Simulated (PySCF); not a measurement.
Compound: CH₇FN₂Si.
SMILES with atom numbers: `[CH3:1][NH:2][Si@H:3]([NH2:4])[F:5]` (hydrogens: H6, H7, H8 on C1; H9 on N2; H10 on Si3; H11, H12 on N4)

The same species was optimised twice, with GFN2-xTB and with PBE0-D3(BJ)/def2-SVP (PySCF), and the same property calculations (PySCF, gas phase) were run on both structures.

```tsv
coordinate	GFN2-xTB	PBE0-D3(BJ)/def2-SVP	change
Si3–H10 (Å)	1.455	1.490	+0.035
C1–H8 (Å)	1.087	1.101	+0.014
Si3–F5 (Å)	1.620	1.633	+0.013
C1–H6 (Å)	1.093	1.104	+0.011
C1–H7 (Å)	1.096	1.106	+0.010
N4–H11 (Å)	1.005	1.012	+0.007
N4–H12 (Å)	1.006	1.013	+0.007
N2–H9 (Å)	1.008	1.015	+0.007
Si3–N4 (Å)	1.716	1.712	-0.004
N2–Si3 (Å)	1.706	1.705	-0.001
C1–N2 (Å)	1.442	1.442	0.000
Si3–N4–H12 (°)	117.2	120.1	+2.9
N2–Si3–H10 (°)	109.1	106.2	-2.9
N2–Si3–N4 (°)	105.3	107.9	+2.6
C1–N2–H9 (°)	112.2	114.7	+2.5
Si3–N4–H11 (°)	119.1	121.4	+2.3
H11–N4–H12 (°)	110.2	112.1	+1.9
H6–C1–H8 (°)	108.6	106.9	-1.7
N2–C1–H6 (°)	110.3	111.8	+1.5
C1–N2–Si3–N4 (°)	-177	-156	+21
```

Rotational constants: A = 6349, B = 2733, C = 2105 MHz (GFN2-xTB) against A = 6392, B = 2637, C = 2058 MHz (PBE0-D3(BJ)/def2-SVP). Point groups within 0.08 Å: C1 and C1. Atoms that the bonding makes alike are paired by their places after alignment.

On the GFN2-xTB structure: HOMO (eV) -7.02 [PBE0/pcSseg-1]; LUMO (eV) 1.39 [PBE0/pcSseg-1]; dipole (D) 2.12 [PBE0/pcSseg-1]; GIAO shielding of C1 (ppm) 157.8 [PBE0/pcSseg-1]; GIAO shielding of N2 (ppm) 224.5 [PBE0/pcSseg-1]; GIAO shielding of Si3 (ppm) 380.4 [PBE0/pcSseg-1]; GIAO shielding of N4 (ppm) 248.5 [PBE0/pcSseg-1]; GIAO shielding of F5 (ppm) 321.6 [PBE0/pcSseg-1].

What do these properties become on the PBE0-D3(BJ)/def2-SVP structure?

```csv
property,level,on GFN2-xTB,on PBE0-D3(BJ)/def2-SVP,change
HOMO (eV),PBE0/pcSseg-1,-7.02,-7.09,-0.07
LUMO (eV),PBE0/pcSseg-1,1.39,1.42,+0.03
dipole (D),PBE0/pcSseg-1,2.12,2.32,+0.20
"energy, GFN2-xTB geometry as zero (kcal/mol)",PBE0/pcSseg-1,0.0,-1.2,-1.2
GIAO shielding of C1 (ppm),PBE0/pcSseg-1,157.8,156.1,-1.7
GIAO shielding of N2 (ppm),PBE0/pcSseg-1,224.5,221.5,-3.0
GIAO shielding of Si3 (ppm),PBE0/pcSseg-1,380.4,380.7,+0.3
GIAO shielding of N4 (ppm),PBE0/pcSseg-1,248.5,244.8,-3.7
GIAO shielding of F5 (ppm),PBE0/pcSseg-1,321.6,321.1,-0.5
```

The heavy atoms differ by 0.111 Å rms after alignment. Among all bonds Si3–H10 changes most (+0.035 Å). Changes are differences of the printed values. Neither structure is proved a minimum here.

Conformer computed: `[CH3:1][NH:2][Si@H:3]([NH2:4])[F:5]`: C1–N2–Si3–N4 -156°, H–N4–Si3–N2 56°, H–N4–Si3–N2 -154°.
